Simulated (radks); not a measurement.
Question: Valence configurations of Ru2+ (all share [Kr]). Method: scalar-relativistic Kohn-Sham, PBE, spin-polarised, spherical densities, finite nucleus; open shells are filled with parallel spins first (spin-orbit coupling, left out, can overturn this in heavy ions); Fermi nuclear charge, rms radius 4.4809 fm; computed with a radial shooting solver on a logarithmic mesh with Libxc functionals. Order these by energy: 4d3 5p3; 4d3.5 5p2.5; 4d4 5s1 5p1; 4d5.5 5p0.5; 4d2 5p4; 4d6; 4d5 5s1; 4d5 5s0.5 5p0.5; 4d5 5p1; 4d4.5 5p1.5.

Answer: From the lowest, in eV above it: 4d6 0.000; 4d5 5s1 2.897; 4d5.5 5p0.5 4.389; 4d5 5s0.5 5p0.5 6.017; 4d5 5p1 9.153; 4d4.5 5p1.5 16.550; 4d4 5s1 5p1 17.881; 4d3.5 5p2.5 33.270; 4d3 5p3 42.613; 4d2 5p4 65.991. NIST lists [Kr] 4d6 as the ground configuration; this level of theory agrees among the configurations tried. The energies are those of spherical high-spin densities, not of single terms.
